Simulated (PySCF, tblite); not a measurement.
Isomers of C6H6N (doublet state), one GFN2-xTB conformer each. Single-point energies are computed at B3LYP/pcH-1 (PySCF, gas phase, no added dispersion term), electronic only. GFN2-xTB treats the open shell by occupation alone, and not every SCF solution was tested for stability.

```
             SMILES  GFN2-xTB relative energy (kcal/mol)
 [H]/N=C/C#C[C]1CC1                                  0.0
C#CC[C@@H]([NH])C#C                                 35.3
```

Conformers: `[CH:1]#[C:2][CH2:3][C@@H:4]([NH:5])[C:6]#[CH:7]` (doublet state) with C2–C3–C4–N5 -74°, C3–C4–N5–H 118°.

**Question.** What does B3LYP/pcH-1 give for the same structures?

**Answer.** 
```csv
SMILES,B3LYP/pcH-1 E (Eh),B3LYP/pcH-1 (kcal/mol),GFN2-xTB (kcal/mol),point group
[H]/N=C/C#C[C]1CC1,-286.85282,0.0,0.0,Cs
C#CC[C@@H]([NH])C#C,-286.80589,29.4,35.3,C1
```

Both levels put the same isomer lowest. As drawn, the lower has a three-membered ring, which the higher lacks.

**Question.** What happens when harmonic zero-point energies from GFN2-xTB frequencies are added?

**Answer.** 
```tsv
SMILES	ZPE (kcal/mol)	electronic (kcal/mol)	with ZPE (kcal/mol)
[H]/N=C/C#C[C]1CC1	60.5	0.0	0.0
C#CC[C@@H]([NH])C#C	58.8	29.4	27.7
```

The zero-point energies span 1.7 kcal/mol. The order is unchanged.
